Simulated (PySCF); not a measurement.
**Correlation energy of Pb (lead, neutral)**

[Xe] 4f14 5d10 6s2 6p1 7s1, high-spin 3P determinant (an excited configuration). All numbers are calculated (PySCF 2.14, scalar relativity by spin-free X2C-1e, in aug-cc-pVTZ-DK3 (9s8p6d3f, 84 functions)). Frozen: [Xe] 4f14 5d10; 4 electrons correlated.

```json
{"level": "CCSD", "correlation energy (mhartree)": "-44.43"}
{"level": "(T)", "correlation energy (mhartree)": "-1.04"}
{"level": "CCSD(T)", "correlation energy (mhartree)": "-45.47"}
```

Diagnostics: T1 = 0.012, D1 = 0.0271, largest double amplitude 0.064.

Is a single reference adequate?

Yes, within this model without spin-orbit coupling: T1 lies below 0.03 and no double amplitude reaches 0.07.
